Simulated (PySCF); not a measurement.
How methods differ on the excitation energy of Te

Te [Kr] 4d10 5s2 5p4 (3P) → Te [Kr] 4d10 5s1 5p4 6s1 (5P), as a difference of total energies. All numbers are calculated (PySCF 2.14, a scalar-relativistic core potential, in aug-cc-pVTZ-PP with one added diffuse shell each of d, f type with ECP28MDF (6s5p5d3f, 67 functions)). Correlated levels: valence: 4s2 4p6 4d10 frozen. The calculations carry no spin-orbit coupling.

| method | excitation energy (eV) |
| --- | --- |
| UHF | 13.949 |
| MP2 (valence) | 14.099 |
| SCS-MP2 (valence) | 14.245 |
| CCSD (valence) | 13.873 |
| CCSD(T) (valence) | 13.686 |

Q: How much does correlation contribute at CCSD(T) (valence)?

A: 13.686 − (13.949) = -0.263 eV, measured against UHF.

The upper state lies above the first ionisation limit, where it may autoionise and the basis confines it. A Rydberg-like electron needs more diffuse functions than a valence basis has.

The promoted electron is Rydberg-like, and one or two diffuse shells describe it only roughly, which tends to raise the upper state.

The coupled-cluster amplitudes are large for the upper state (T1 above 0.03 or a double amplitude above 0.15), so a single reference is strained.
